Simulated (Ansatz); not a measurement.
Reactions of C₅H₃NO (`N#Cc1ccco1`).

Calculated with Ansatz (gas phase, PBE0-D4/def2-TZVP geometries, no zero-point term in ΔE). CCSD(T)/CBS is the MP2 limit (def2-TZVPP, def2-QZVPP) plus CCSD(T) − MP2 in def2-TZVPP, frozen cores. This one scheme is used for every species, atoms too. Functionals use def2-TZVPP. B3LYP here is the variant with VWN-RPA as its local correlation; programs differ in this. No spin–orbit coupling; open shells (•) take unrestricted orbitals. Spin–orbit coupling would lower the free atoms: a little for C, O. def2 core potentials past Kr. Bonds to Br, I are less sure, by a few kJ/mol each and by 10 to 20 or more in all where they break to atoms, as the def2 sets lack core-valence functions. Scalar relativity is left out up to krypton. One conformer a species, not always the lowest.

```tsv
reaction	CCSD(T)/CBS(def2) (kcal/mol)
`N#Cc1ccco1` + H₂O → `N#CO` + `c1ccoc1`	?
`N#Cc1ccco1` + `CC(F)(F)F` → `N#CCC(F)(F)F` + `c1ccoc1`	6.4
`N#Cc1ccco1` + HBr → `Brc1ccco1` + `C#N`	12.5
`N#Cc1ccco1` → 5 C• + 3 H• + N• + O•	1185.4
`N#Cc1ccco1` + HI → `Ic1ccco1` + `C#N`	9.3
```

Problem. Fill in the missing values. (An estimate is asked.)

Solution. Ansatz gave: `N#Cc1ccco1` + H₂O → `N#CO` + `c1ccoc1`: +20.1 kcal/mol.

Largest T1 diagnostic: 0.014, for `N#Cc1ccco1`.
